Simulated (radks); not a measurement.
Problem. Coherent X-ray form factor from a spherical all-electron density. All-electron calculation, non-relativistic Kohn-Sham, r2SCAN, spin-polarised, spherical densities, point nucleus; meta-GGA in the generalised Kohn-Sham scheme. Program: a radial shooting solver on a logarithmic mesh with Libxc functionals.

sin(theta)/lambda (1/angstrom)  f0 (electrons)
0.05                                    11.702
0.1                                     10.953
0.15                                    10.051
0.2                                      9.211
0.25                                     8.495
0.3                                      7.873
0.4                                      6.742
0.5                                      5.671
0.6                                      4.698
0.8                                      3.215
1                                        2.330
1.25                                     1.759
1.5                                      1.480
2                                        1.192

The species is in the configuration that NIST lists as its ground one. Which atom or ion scatters so?

Solution. The aluminium ion Al+, [Ne] 3s2. Extrapolating in s^2 from the first two rows gives f0(0) = 12.0, near the electron count 12; among species with that count, the fall with angle is slower the higher Z, and the table is that of Z = 13; from so few rows the species is fixed only to a neighbour or two.
